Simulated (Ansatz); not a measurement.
# Relaxing a trial structure of C3H11AlN+

The starting geometry of this gas-phase singlet was optimised with GFN2-xTB.

```yaml
atoms:
  - { symbol: C, position_ang: [0.6053, -0.2898, 2.1342] }
  - { symbol: C, position_ang: [-0.0757, -3.2160, -0.5809] }
  - { symbol: C, position_ang: [-1.4808, 0.3628, -0.6512] }
  - { symbol: Al, position_ang: [-0.4629, -1.2980, -0.3860] }
  - { symbol: N, position_ang: [1.1157, -0.7110, 0.8133] }
  - { symbol: H, position_ang: [1.4123, -0.0186, 2.8150] }
  - { symbol: H, position_ang: [-0.0580, 0.5658, 2.0136] }
  - { symbol: H, position_ang: [0.0338, -1.1074, 2.5730] }
  - { symbol: H, position_ang: [1.6601, 0.0601, 0.4206] }
  - { symbol: H, position_ang: [1.7844, -1.4723, 0.9544] }
  - { symbol: H, position_ang: [-0.0432, -3.7343, 0.3871] }
  - { symbol: H, position_ang: [0.8953, -3.3874, -1.0653] }
  - { symbol: H, position_ang: [-0.8274, -3.7309, -1.1896] }
  - { symbol: H, position_ang: [-2.2385, 0.5262, 0.1247] }
  - { symbol: H, position_ang: [-0.8325, 1.2504, -0.6616] }
  - { symbol: H, position_ang: [-2.0203, 0.3492, -1.6059] }
```

Q: Predict what it relaxes into with B3LYP/6-31G*.

A: It keeps its bonds.

The energy falls by 0.13 eV over 35 steps:

```
step  E − E(last) (eV)
   1             0.131
   5             0.003
   9             0.002
  12             0.002
  16             0.001
  20             0.001
  24             0.000
  27             0.000
  31             0.000
  35             0.000
```

Final geometry (Å):

```json
{"atom": "C", "x (Å)": "0.6826", "y (Å)": "-0.5000", "z (Å)": "2.3658"}
{"atom": "C", "x (Å)": "-0.1819", "y (Å)": "-3.1090", "z (Å)": "-0.5446"}
{"atom": "C", "x (Å)": "-1.4333", "y (Å)": "0.3011", "z (Å)": "-0.9374"}
{"atom": "Al", "x (Å)": "-0.3436", "y (Å)": "-1.1874", "z (Å)": "-0.3395"}
{"atom": "N", "x (Å)": "1.1034", "y (Å)": "-0.5119", "z (Å)": "0.9155"}
{"atom": "H", "x (Å)": "1.4945", "y (Å)": "-0.1297", "z (Å)": "2.9950"}
{"atom": "H", "x (Å)": "-0.1867", "y (Å)": "0.1509", "z (Å)": "2.4787"}
{"atom": "H", "x (Å)": "0.4255", "y (Å)": "-1.5165", "z (Å)": "2.6700"}
{"atom": "H", "x (Å)": "1.3883", "y (Å)": "0.4375", "z (Å)": "0.6543"}
{"atom": "H", "x (Å)": "1.9480", "y (Å)": "-1.0863", "z (Å)": "0.8292"}
{"atom": "H", "x (Å)": "-0.1475", "y (Å)": "-3.6366", "z (Å)": "0.4171"}
{"atom": "H", "x (Å)": "0.7307", "y (Å)": "-3.3813", "z (Å)": "-1.0920"}
{"atom": "H", "x (Å)": "-1.0295", "y (Å)": "-3.5120", "z (Å)": "-1.1102"}
{"atom": "H", "x (Å)": "-1.8313", "y (Å)": "0.8952", "z (Å)": "-0.1046"}
{"atom": "H", "x (Å)": "-0.8638", "y (Å)": "0.9886", "z (Å)": "-1.5774"}
{"atom": "H", "x (Å)": "-2.2876", "y (Å)": "-0.0540", "z (Å)": "-1.5246"}
```

No frequencies were run, so the end isn't proven a minimum. Run with Ansatz 0.2.0, 110 s on 2 threads of Arm Neoverse V1, with other jobs on the host.
